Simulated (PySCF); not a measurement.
Input of a run (PBE0-D3(BJ)/def2-SVP geometry optimisation, gas phase (PySCF 2.14.0)), started from GFN2-xTB:
```
{"job": {"xc": "PBE0", "basis": "def2-SVP", "d3": "d3bj", "grid": 1, "shake": 0.01, "kind": "geom"}, "charge": 0, "multiplicity": 1}
F      3.417310     0.048670    -0.716180
Si     1.976550     0.281870    -0.005730
S      0.569930    -0.806920    -1.240390
C     -0.943340     0.003300    -0.774640
C     -1.429970    -0.415130     0.606030
F     -0.656560     0.178340     1.566740
F     -2.678330     0.024730     0.849030
H      1.684890     1.701690    -0.113990
H      2.101450    -0.298970     1.329090
H     -1.724810    -0.332660    -1.482710
H     -0.880650     1.081600    -0.812160
H     -1.396780    -1.494790     0.785870
```

Output (energies in Eh, forces in Eh/bohr):
```
step   0  E = -1065.37382920  max force = 0.024549
step   1  E = -1065.37766202  max force = 0.003577
step   2  E = -1065.37797214  max force = 0.001679
step   3  E = -1065.37826063  max force = 0.001157
step   4  E = -1065.37835589  max force = 0.002222
step   5  E = -1065.37856879  max force = 0.000647
step   6  E = -1065.37858324  max force = 0.000260
optimisation converged
```

Question: Summarise the run.

Answer: The energy falls by 12.5 kJ/mol over 7 energy and gradient evaluations, the largest force component goes from 0.0245 to 2.6e-04 Eh/bohr, and the atoms move by 0.195 Å rms after alignment. The bond that changes most is S3–C4 (ends: sulfur bonded to C and Si; sp3 carbon bound to sulfur), which lengthens by 0.039 Å. Bonds longer at the end by more than 0.005 Å: 5 of 11; shorter: 4. Among the angles that change most is H8–Si2–H9, from 118.3° to 113.4°. Among the dihedrals that turn most is H8–Si2–S3–C4, from -46° to -29°. The energy never rose by more than 1e-6 Eh on the way. The first step brought 81 % of the lowering.

Question: What are the final bond lengths?

Answer: F1–Si2 1.624 Å, Si2–S3 2.148 Å, S3–C4 1.818 Å, C4–C5 1.508 Å, C5–F6 1.360 Å, C5–F7 1.347 Å, Si2–H8 1.486 Å, Si2–H9 1.483 Å, C4–H10 1.099 Å, C4–H11 1.101 Å, C5–H12 1.103 Å. Numbering counts from 1 in the input's order; the species is `F[SiH2]SCC(F)F`.

The run used 131 basis functions and 48 SCF cycles in all. Time: 53 s wall; peak memory 0.55 GiB. Hardware: an Arm Neoverse V2 with one thread, no GPU (shared host).

Whether it is a minimum is left open (no frequencies). One conformer, not necessarily the lowest.
